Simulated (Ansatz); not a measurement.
```yaml
crystal:
  periodic: [false, false, false]
  atoms:
    - {symbol: Au, position_ang: [1.920536, -1.167277, -0.050077]}
    - {symbol: Au, position_ang: [-2.077254, 0.814243, 0.109852]}
    - {symbol: Au, position_ang: [0.585208, 1.316568, 0.096767]}
    - {symbol: Si, position_ang: [-0.432479, -0.969509, -0.022073]}
basis:
  gaussian: {orbitals: def2-TZVP}
total_charge: 1
hamiltonian: {xc: {name: PBE}}
scf: {lower_state_search: off}
output: {forces: true}
```

```sh
$ ansatz run in.yaml --threads 4 --pin off --events-out ev --progress --plain --max-ram 3916MiB
```

Shortened log:

```
Functional definition: PBE
1326 factors; their error is unknown
mean field evaluation 1: about -18943.9150 eV, gradient 7.0e1 eV
mean field evaluation 2: about -18714.6219 eV, gradient 3.0e2 eV
mean field evaluation 4: about -18950.7469 eV, gradient 3.1e1 eV
mean field evaluation 8: about -18953.0015 eV, gradient 9.1e-1 eV
mean field evaluation 16: about -18952.9898 eV, gradient 8.5e-4 eV
mean field -18952.98977565 eV, -696.5095274572 hartree, gradient 3.6e-6 eV, S^2 0.000000; 0 other end points of the search recorded, 0 dependent functions left out
reference -18952.98982042 eV, -696.5095291023 hartree; 35, 35 occupied and 122, 122 virtual orbitals, 1326 factors
Total energy: -18952.98982042 eV, -696.5095291023 hartree
Atom 0 at     1.920536    -1.167277    -0.050077 Å, force    -0.429017     0.455112     0.026619 eV/Å
Atom 1 at    -2.077254     0.814243     0.109852 Å, force     0.512511    -0.292118    -0.027140 eV/Å
Atom 2 at     0.585208     1.316568     0.096767 Å, force    -0.072795    -0.706241    -0.035667 eV/Å
Atom 3 at    -0.432479    -0.969509    -0.022073 Å, force    -0.010699     0.543247     0.036187 eV/Å
Dipole moment:    -0.139436    -0.294018    -0.015169 e Å
Checks for a lower state left out: stability, starts, cluster_reference, orbital_swaps, neighbouring_geometries, increment
```

Run time 1.4 s (4 threads of Arm Neoverse V2 on a shared host).

In the def2 sets Au takes a core potential; there is no spin–orbit coupling.

The dipole of an ion depends on the origin.
